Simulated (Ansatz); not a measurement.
`F[SiH](Cl)[O][GeH3]` + `F[SiH]([SiH3])S` → `F[SiH](S)[GeH3]` + `F[SiH](Cl)O[SiH3]`  (redistribution)

Isolated molecules relaxed with PBE0-D4/def2-TZVP in Ansatz; ΔE leaves out vibrations. CCSD(T)/CBS is the MP2 limit (def2-TZVPP, def2-QZVPP) plus CCSD(T) − MP2 in def2-TZVPP, frozen cores. Functionals use def2-TZVPP. For Ge outer-core shells are correlated without core-valence functions, which leaves a few kJ/mol of doubt a bond. Scalar relativity is left out up to krypton. One conformer a species, not always the lowest.

(1) Is it downhill or uphill in electronic energy at CCSD(T)/CBS, and by how much? (Best estimate.)

(2) What do these levels give: r2SCAN-D4, PBE0-D4, ωB97X-V, PBE, r2SCAN, PBE0, HF/def2-TZVPP, SCS-MP2/def2-TZVPP, CCSD(T)/def2-TZVPP, SCS-MP2/def2-QZVPP, HF/CBS(def2), CCSD/CBS(def2)? (Best estimate.)

Largest T1 diagnostic among the species: 0.013.

Answers

(1) Ansatz gave: Downhill: ΔE = -78.2 kJ/mol.

(2) The calculation gave: r2SCAN-D4 -75.0, PBE0-D4 -71.9, ωB97X-V -71.4, PBE -68.3, r2SCAN -75.1, PBE0 -72.3, HF/def2-TZVPP -78.5, SCS-MP2/def2-TZVPP -75.7, CCSD(T)/def2-TZVPP -73.8, SCS-MP2/def2-QZVPP -77.9, HF/CBS(def2) -79.4, CCSD/CBS(def2) -80.1 kJ/mol.

From PBE to PBE0 (25 % exact exchange), in def2-TZVPP and without D4, ΔE moves by −4.0 kJ/mol.
